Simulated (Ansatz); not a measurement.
**Which is lower?**

Two relaxed structures of SnH3S (charge +1), closed shell (PBE0-D4/def2-TZVP; forces vanish, vibrations not checked).

A:

S1  (0.311, -1.586, 0.494)
Sn2  (-0.159, 0.434, -0.501)
H3  (0.485, -1.045, 1.718)
H4  (-0.483, 0.367, -2.151)
H5  (-0.154, 1.830, 0.441)
(Å)

B:

S1  (-0.733, 0.475, -0.431)
Sn2  (0.550, -1.729, 0.503)
H3  (0.454, -0.832, 2.017)
H4  (-0.253, 0.542, -1.688)
H5  (0.089, 1.428, 0.052)
(Å)

Program: Ansatz 0.2.0. Basis: def2-TZVPP. Cores are frozen in the correlated methods. Filled d shells of the heavier atoms are correlated. Core potentials replace the inner electrons of the atoms past krypton. The def2 sets are not built for correlating such inner shells, so the correlated values are less sure here. B3LYP uses VWN-RPA correlation.

Task: Which structure is lower at CCSD(T), and by how much? (An estimate is asked for; the value comes from the calculation.)

Result: The calculation gives: B, by 10.07 kcal/mol (electronic energy, against the other). By their contacts, A is SnH₃S ([SH][SnH2]), total charge +1 and B is SnH₃S ([SH2][SnH]), total charge +1.

All methods give the same order:

```csv
method,E(B) − E(A) (kcal/mol)
PBE-D4,-11.98
r2SCAN-D4,-9.50
PBE0-D4,-10.86
B3LYP-D4,-14.71
wB97M-V,-11.25
HF,-11.53
MP2,-11.14
CCSD,-11.22
CCSD(T),-10.07
```

The T1 diagnostic stays at or below 0.017.

Labels in which every atom is bracketed show which atoms are joined, not bond orders.

For scale, one of the runs: CCSD(T)/def2-TZVPP, 134 basis functions, launched by `ansatz run in.yaml --threads 2 --pin off --events-out ev --progress --plain --max-ram 4352MiB`. The run took 12 s on 2 CPU threads of an Arm Neoverse V2 (shared host), with 0.73 GiB of host memory at its peak.
